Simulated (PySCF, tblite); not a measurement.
Compound: C₈H₁₁ClO.
SMILES with atom numbers: `[CH2:1]=[CH:2][C@@H:3]1[CH2:4][C@H:5]([C:6](=[O:7])[Cl:8])[C@H:9]1[CH3:10]` (hydrogens: H11, H12 on C1; H13 on C2; H14 on C3; H15, H16 on C4; H17 on C5; H18 on C9; H19, H20, H21 on C10)

Cartesian coordinates in Å at the GFN2-xTB level; atoms count from 1:
```xyz
21
C8H11ClO angstrom
C      3.122   -0.339    0.057
C      1.974    0.312    0.012
C      0.707   -0.254   -0.523
C     -0.091    0.645   -1.492
C     -1.358    0.450   -0.645
C     -2.019    1.685   -0.165
O     -1.672    2.812   -0.271
Cl    -3.491    1.304    0.765
C     -0.498   -0.244    0.452
C     -1.001   -1.585    0.942
H      4.015    0.106    0.460
H      3.216   -1.348   -0.309
H      1.902    1.324    0.387
H      0.879   -1.251   -0.932
H      0.247    1.679   -1.488
H     -0.156    0.292   -2.517
H     -2.091   -0.232   -1.074
H     -0.320    0.421    1.299
H     -1.179   -2.258    0.106
H     -1.930   -1.462    1.493
H     -0.264   -2.039    1.601
```

Method used: PBE0/pcSseg-1 in PySCF (dipole) on a GFN2-xTB geometry, gas phase.

Take the most abundant isotopes and a rigid rotor. The values belong to one conformer with, in the numbering `[CH2:1]=[CH:2][C@@H:3]1[CH2:4][C@H:5]([C:6](=[O:7])[Cl:8])[C@H:9]1[CH3:10]`, C1–C2–C3–C4 -133°, C4–C5–C6–O7 -5°, C2–C3–C4–C5 -128°, C3–C4–C5–C6 125°, C4–C5–C9–C10 -129°, C2–C3–C9–C5 128°.

What are A, B and C (cm⁻¹)?

Ia = 236.10, Ib = 786.02, Ic = 911.18 u·Å²; 505379 MHz·u·Å²/I gives 2141, 643.0 and 554.6 MHz, that is A = 0.07140, B = 0.02145, C = 0.01850 cm⁻¹.

Classify the top.

An asymmetric top: κ = (2 × 643.0 − 2141 − 554.6)/(2141 − 554.6) = -0.89.

Is it planar, by Δ = Ic − Ia − Ib?

Not planar: Δ = Ic − Ia − Ib = -110.94 u·Å². For a rigid frame Δ = −2 Σ m c², so Σ m c² = 55.47 u·Å² lies off the ab plane: 15.86 from hydrogen and 39.61 from heavier atoms. The atom farthest from that plane is 2.22 Å away.

Give the other two planar moments, Paa and Pbb, and the rms extents of the mass along the axes.

Paa = Σ m a² = (Ib + Ic − Ia)/2 = 730.55 and Pbb = Σ m b² = (Ia + Ic − Ib)/2 = 180.63 u·Å². With the mass M = 158.05 u, the rms extents √(P/M) along a, b and c are 2.15, 1.07, 0.59 Å.

List the rotational levels J(Ka,Kc) to J = 5 (K).

Above 0(0,0), as E/k:
J = 1: 1(0,1) 0.057, 1(1,1) 0.129, 1(1,0) 0.134
J = 2: 2(0,2) 0.172, 2(1,2) 0.240, 2(1,1) 0.253, 2(2,1) 0.468, 2(2,0) 0.469
J = 3: 3(0,3) 0.344, 3(1,3) 0.406, 3(1,2) 0.431, 3(2,2) 0.641, 3(2,1) 0.642, 3(3,1) 1.011, 3(3,0) 1.011
J = 4: 4(0,4) 0.572, 4(1,4) 0.627, 4(1,3) 0.669, 4(2,3) 0.871, 4(2,2) 0.873, 4(3,2) 1.241, 4(3,1) 1.241, 4(4,1) 1.759, 4(4,0) 1.759
J = 5: 5(0,5) 0.856, 5(1,5) 0.903, 5(1,4) 0.967, 5(2,4) 1.158, 5(2,3) 1.164, 5(3,3) 1.529, 5(3,2) 1.529, 5(4,2) 2.047, 5(4,1) 2.047, 5(5,1) 2.712, 5(5,0) 2.712
The levels of one J sum to (2J + 1)J(J + 1)(A + B + C)/3.

Which lines would a microwave search look for?

The dipole components are |μa| = 2.34 D, |μb| = 1.73 D, |μc| = 1.31 D. Intensities carry the squares of the components, which stand as 1.00 : 0.54 : 0.31 (a : b : c). Some lines, for components of 0.1 D or more:

| type | branch | J(Ka,Kc) | MHz | lower level (cm⁻¹) |
| --- | --- | --- | --- | --- |
| a | R | 1(0,1) ← 0(0,0) | 1198 | 0.000 |
| c | Q | 2(1,2) ← 2(0,2) | 1413 | 0.120 |
| c | Q | 1(1,1) ← 1(0,1) | 1498 | 0.040 |
| b | Q | 3(1,2) ← 3(0,3) | 1823 | 0.239 |
| b | R | 3(0,3) ← 2(1,2) | 2165 | 0.167 |
| a | R | 2(0,2) ← 1(0,1) | 2391 | 0.040 |
| a | R | 3(2,1) ← 2(2,0) | 3608 | 0.326 |
| b | R | 2(1,2) ← 1(0,1) | 3804 | 0.040 |
| a | R | 4(3,2) ← 3(3,1) | 4798 | 0.703 |
| b | R | 3(1,3) ← 2(0,2) | 4871 | 0.120 |
| b | Q | 4(2,3) ← 4(1,4) | 5073 | 0.436 |
| a | R | 5(2,4) ← 4(2,3) | 5980 | 0.605 |
| a | R | 5(4,1) ← 4(4,0) | 5996 | 1.222 |
| b | R | 5(1,5) ← 4(0,4) | 6899 | 0.398 |
| b | R | 2(2,1) ← 1(1,0) | 6976 | 0.093 |
| c | R | 2(2,1) ← 1(1,1) | 7065 | 0.090 |
| b | Q | 3(3,1) ← 3(2,2) | 7711 | 0.445 |
| b | Q | 5(3,3) ← 5(2,4) | 7742 | 0.805 |
| b | R | 4(2,2) ← 3(1,3) | 9736 | 0.282 |
| b | Q | 5(4,2) ← 5(3,3) | 10782 | 1.063 |
| c | R | 5(2,4) ← 4(1,4) | 11053 | 0.436 |
| b | R | 3(3,1) ← 2(2,0) | 11300 | 0.326 |
| b | R | 4(3,2) ← 3(2,1) | 12490 | 0.446 |
| b | Q | 5(5,0) ← 5(4,1) | 13868 | 1.422 |
| c | R | 5(4,2) ← 4(3,2) | 16782 | 0.863 |
| b | R | 5(4,1) ← 4(3,2) | 16782 | 0.863 |
| c | R | 5(5,0) ← 4(4,0) | 19864 | 1.222 |
| b | R | 5(5,0) ← 4(4,1) | 19864 | 1.222 |

Its GFN2-xTB frequencies are all real (lowest 21 cm⁻¹). No vibrational averaging or centrifugal distortion is included, and the geometry carries the error of its method. A rigid rotor knows nothing of internal rotation, which can split or shift real lines. Quadrupole hyperfine structure (35Cl) is left out.

Time: 46 s; peak memory 0.97 GiB. Hardware: Arm Neoverse V2, one thread, shared host with 32 logical CPUs at a one-minute load of 17. This is the PBE0/pcSseg-1 job that gave the dipole, with the shieldings it also computed.
